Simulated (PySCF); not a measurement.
**Energy of Co²⁺ (cobalt, charge +2) between two integer charges**

The 3d beta orbital of [Ar] 3d7 is emptied in steps (occupation f), with all orbitals relaxed, ending at [Ar] 3d6. All numbers are calculated (PySCF 2.14, no relativity, point nucleus, in def2-SVP). The exact energy is a straight line in f; departures are measured from the line between the end points of the same method.

```tsv
f	r2SCAN0 (eV)
1	0.000
0.8	-0.883
0.6	-1.330
0.4	-1.335
0.2	-0.893
0	0.000
```

```
 method  E(f=0) − E(f=1) (eV)  −ε at f=1 (eV)  −ε at f=0.4 (eV)
r2SCAN0                34.036          28.537            35.126
```

Orbital energy along the path (eV):

```
  f  r2SCAN0
  1  -28.537
0.8  -30.705
0.6  -32.902
0.4  -35.126
0.2  -37.372
  0  -39.630
```

Reference removal energy between the ground levels: 33.5 ± 0.06 eV (semi-empirical (NIST evaluation); NIST Atomic Spectra Database, ionization energies). The calculation has no spin-orbit coupling. The determinant left behind need not be the lowest term of the ion.
